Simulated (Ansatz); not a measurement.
`SBBCl` + H₂O → `OBCl` + `BS`  (formal hydrolysis of a B–B bond)

Gas-phase electronic energies from Ansatz, PBE0-D4/def2-TZVP geometries. CBS: MP2 limit from def2 TZ/QZ plus the TZ coupled-cluster correction, frozen cores. This one scheme is used for every species. DFT in def2-TZVPP. Each species was taken in one conformer, which may not be the lowest.

| level | ΔE (kcal/mol) |
| --- | --- |
| PBE | -36.8 |
| r2SCAN0 | -38.6 |

Question: What does CCSD(T)/CBS give? (Estimate.)

Answer: Ansatz gave: -36.7 kcal/mol. The listed levels differ from it by -0.1, -1.9 kcal/mol.

Question: What do rigid-rotor, harmonic-oscillator terms from PBE0-D4/def2-TZVP frequencies (298.15 K, 1 bar) make of the CCSD(T)/CBS value? (Best estimate.)

Answer: Ansatz gave: ΔZPE = +1.0 kcal/mol, ΔH = -36.7 kcal/mol, ΔS = 0 J/(mol·K), ΔG = -36.8 kcal/mol.

Largest T1 diagnostic among the species: 0.015.

In def2-TZVPP, CCSD(T) changes the Hartree–Fock value by +3.5 kcal/mol (the triples alone add +0.2 kcal/mol) and MP2 by +2.6 kcal/mol. At CCSD(T), def2-SVP lies −6.8 kcal/mol from the extrapolated value and def2-TZVPP −1.2 kcal/mol.
